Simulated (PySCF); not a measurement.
[OsO3(H2O)2]2+ at several levels of theory

Computed with PySCF 2.14.0 (density fitting, no spin-orbit coupling) at the geometry relaxed with TPSS:

```xyz
10
[OsO3(H2O)2]2+ (singlet)
Os    0.1362    0.0254    0.0865
O    -0.1344    0.5000    1.6860
O     1.7939   -0.3205    0.0073
O    -0.0673    1.3974   -0.8787
O    -2.0565   -0.3437   -0.1031
H    -2.6278   -0.4053    0.7047
H    -2.5864    0.1363   -0.7898
O    -0.1110   -1.9318   -0.6235
H    -0.9947   -2.3499   -0.7967
H     0.6333   -2.5599   -0.8317
```

```tsv
level	basis	state	HOMO (eV)	gap (eV)	charge on Os1 (e)	dipole about the centre of mass (D)	largest force component (eV/Å)
TPSS	Os def2-SVP with ECP60, O def2-SVP, H def2-SVP	singlet	-19.98	3.05	1.42	9.40	0.03
BP86	the same	singlet	-19.97	2.94	1.33	9.38	0.17
TPSS	Os x2c-SVPall, O x2c-SVPall, H x2c-SVPall	singlet	-20.05	2.91	1.19	9.36	0.71
```

Charges are Mulliken's, which hang on the basis. The relaxation used the grid (50, 194), these runs (75, 302) or, all-electron (x2c bases, spin-free X2C Hamiltonian), (99, 590).

**Question.** A further run in the first row's basis gives HOMO (eV) -21.25, gap (eV) 4.66, charge on Os1 (e) 1.46, dipole about the centre of mass (D) 9.41, largest force component (eV/Å) 0.93. Which level was it?
A. PBE
B. B3LYP
C. M06-L

**Answer.** B. The others give HOMO -19.85 eV (PBE); -20.33 eV (M06-L).

In the first row's basis the gap widens with exact exchange: 2.9 to 3.2 eV for PBE, BP86, TPSS, M06-L (none); 4.7 eV for B3LYP (a fixed share).

No frequency check is given that shows the relaxed geometry to be a minimum.
